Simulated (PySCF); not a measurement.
Isomers of [C8H10P]+.

All values: PBE0/pcSseg-1 (PySCF) at GFN2-xTB geometries, gas phase, one conformer each.

Problem. Rank by HOMO–LUMO gap, lowest first.
A. `[CH:1]#[C:2][CH2:3][PH+:4]1[CH:5]=[CH:6][CH2:7][CH:8]=[CH:9]1` (charge +1) with C2–C3–P4–C5 -61°
B. `[cH:1]1[cH:2][cH:3][c:4]2[c:5]([cH:6]1)[CH2:7][PH2+:8][CH2:9]2` (charge +1) with C4–C5–C7–P8 -15°, C5–C7–P8–C9 21°, C7–P8–C9–C4 -21°, C3–C4–C9–P8 -166°
C. `[CH2:1]=[CH:2][PH2+:3][c:4]1[cH:5][cH:6][cH:7][cH:8][cH:9]1` (charge +1) with C1–C2–P3–C4 124°, C2–P3–C4–C5 -40°
D. `[CH:1]#[C:2][CH2:3][P@@+:4]1([CH3:5])[CH:6]=[C:7]1[CH:8]=[CH2:9]` (charge +1) with C2–C3–P4–C5 -178°, C6–C7–C8–C9 -178°

Solution. D (5.82 eV), C (5.99 eV), B (6.28 eV), A (6.53 eV).

Problem. Rank by the highest Hirshfeld charge on any atom, highest value first.
A. `[CH:1]#[C:2][CH2:3][P@@+:4]1([CH3:5])[CH:6]=[C:7]1[CH:8]=[CH2:9]` (charge +1) with C2–C3–P4–C5 -178°, C6–C7–C8–C9 -178°
B. `C[P+]12C=CC(C=C1)C=C2`
C. `[cH:1]1[cH:2][cH:3][c:4]2[c:5]([cH:6]1)[CH2:7][PH2+:8][CH2:9]2` (charge +1) with C4–C5–C7–P8 -15°, C5–C7–P8–C9 21°, C7–P8–C9–C4 -21°, C3–C4–C9–P8 -166°

Solution. C (+0.495 e), B (+0.468 e), A (+0.435 e).

Problem. Rank by the lowest IAO charge on any atom, lowest value first.
A. `[CH:1]#[C:2][CH2:3][P@@+:4]1([CH3:5])[CH:6]=[C:7]1[CH:8]=[CH2:9]` (charge +1) with C2–C3–P4–C5 -178°, C6–C7–C8–C9 -178°
B. `[cH:1]1[cH:2][cH:3][c:4]2[c:5]([cH:6]1)[CH2:7][CH2:8][PH2+:9]2` (charge +1) with C4–C5–C7–C8 16°, C5–C7–C8–P9 -22°, C7–C8–P9–C4 19°, C3–C4–P9–C8 169°
C. `[CH2:1]=[CH:2][PH2+:3][c:4]1[cH:5][cH:6][cH:7][cH:8][cH:9]1` (charge +1) with C1–C2–P3–C4 124°, C2–P3–C4–C5 -40°

Solution. A (-0.638 e), B (-0.460 e), C (-0.393 e).

All values together:

```csv
SMILES,HOMO (eV),LUMO (eV),lowest IAO charge (e),highest IAO charge (e),lowest Hirshfeld charge (e),highest Hirshfeld charge (e)
C#CC[PH+]1C=CCC=C1,-11.88,-5.35,-0.473 (C),+1.092 (P),-0.089 (C),+0.461 (P)
C[P+]12C=CC(C=C1)C=C2,-11.54,-5.66,-0.634 (C),+1.183 (P),-0.108 (C),+0.468 (P)
c1ccc2c(c1)CC[PH2+]2,-11.45,-5.37,-0.460 (C),+0.913 (P),-0.068 (C),+0.471 (P)
C#CC[P@@+]1(C)C=C1C=C,-11.81,-5.99,-0.638 (C),+1.076 (P),-0.115 (C),+0.435 (P)
C=C[PH2+]c1ccccc1,-11.60,-5.61,-0.393 (C),+0.940 (P),-0.068 (C),+0.464 (P)
c1ccc2c(c1)C[PH2+]C2,-11.12,-4.83,-0.468 (C),+0.917 (P),-0.074 (C),+0.495 (P)
```

Conformers: `[CH:1]#[C:2][CH2:3][PH+:4]1[CH:5]=[CH:6][CH2:7][CH:8]=[CH:9]1` (charge +1) with C2–C3–P4–C5 -61°; `[cH:1]1[cH:2][cH:3][c:4]2[c:5]([cH:6]1)[CH2:7][CH2:8][PH2+:9]2` (charge +1) with C4–C5–C7–C8 16°, C5–C7–C8–P9 -22°, C7–C8–P9–C4 19°, C3–C4–P9–C8 169°; `[CH:1]#[C:2][CH2:3][P@@+:4]1([CH3:5])[CH:6]=[C:7]1[CH:8]=[CH2:9]` (charge +1) with C2–C3–P4–C5 -178°, C6–C7–C8–C9 -178°; `[CH2:1]=[CH:2][PH2+:3][c:4]1[cH:5][cH:6][cH:7][cH:8][cH:9]1` (charge +1) with C1–C2–P3–C4 124°, C2–P3–C4–C5 -40°; `[cH:1]1[cH:2][cH:3][c:4]2[c:5]([cH:6]1)[CH2:7][PH2+:8][CH2:9]2` (charge +1) with C4–C5–C7–P8 -15°, C5–C7–P8–C9 21°, C7–P8–C9–C4 -21°, C3–C4–C9–P8 -166°.
